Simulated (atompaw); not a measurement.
**What one change does to a pseudopotential (technetium (Tc), PAW (atompaw))**

atompaw 4.2.0.5 input, output lines left out:

```
Tc 43
LDA-PW scalarrelativistic loggrid 1500 logderivrange -3 5 201
5 5 4 0 0 0
5 0 1
5 1 1
4 2 5
0 0 0
c
c
c
c
v
c
c
c
v
c
v
2
3.00 2.95 2.75 1.90
y
0.1
n
y
0.2
n
y
0.3
n
custom polynom2 7 10 vanderbiltortho besselshape
bessel
3.00
3.00
3.00
3.00
3.00
2.05
```

Change: functional PBE.

Cutoffs: the cutoffs (Ry, on a coarse ladder) from which the occupation-weighted sum of valence levels, in a spherical-Bessel basis at the reference potential, stays within 10 and 1 mRy of its value at 400 Ry; they do not see the model core or the augmentation charge, which bear on the density cutoff.

**Question.** What does the change do?

**Answer.** The potential gets neither clearly harder nor softer (18 Ry and 40 Ry → 18 Ry and 35 Ry); neither file shows a bound ghost.

| quantity | base | changed |
| --- | --- | --- |
| cutoff, loose | 18 Ry | 18 Ry |
| cutoff, tight | 40 Ry | 35 Ry |
| loose cutoff by channel (10 mRy a level) | s 6 Ry, p 6 Ry, d 10 Ry | s 6 Ry, p 6 Ry, d 8 Ry |
| bound ghosts | none | none |
| s: phases at 3.02 bohr within 0.05 rad from the reference energy up to (Ry; the scan ends near 5) | 2.4 | 2.5 |
| p: phases at 3.02 bohr within 0.05 rad from the reference energy up to (Ry; the scan ends near 5) | 2.7 | 2.8 |
| d: phases at 3.02 bohr within 0.05 rad from the reference energy up to (Ry; the scan ends near 5) | 1.2 | 1.2 |
| lowest overlap eigenvalue by channel | s 0.80, p 1.00, d 0.76 | s 0.79, p 1.00, d 0.75 |

 The cutoffs see the waves, projectors and local potential, not the compensation charge or the core.
